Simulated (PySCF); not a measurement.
SMILES [SiH2](C)C (C₂H₈Si) (GFN2-xTB optimised geometry):

```
11

C      1.608    -0.663     0.000
Si    -0.291    -0.663     0.000
C     -0.920     1.128     0.000
H      1.999    -1.676    -0.016
H      2.006    -0.172     0.884
H      2.005    -0.145    -0.869
H     -0.783    -1.358    -1.198
H     -0.784    -1.359     1.197
H     -2.006     1.162    -0.019
H     -0.592     1.665     0.886
H     -0.560     1.676    -0.867
```

Computed with CAM-B3LYP/def2-TZVP run with PySCF.

What are the frontier orbital energies and the dipole moment?

HOMO-2 -10.59 eV, HOMO-1 -10.36 eV, HOMO -10.09 eV, LUMO 1.86 eV, LUMO+1 1.89 eV; dipole moment 0.57 D.

Meta-Löwdin charges at CAM-B3LYP/def2-TZVP: C1 -0.59, Si2 0.68, C3 -0.59, H4 0.13, H5 0.12, H6 0.12, H7 -0.12, H8 -0.12, H9 0.13, H10 0.12, H11 0.12.
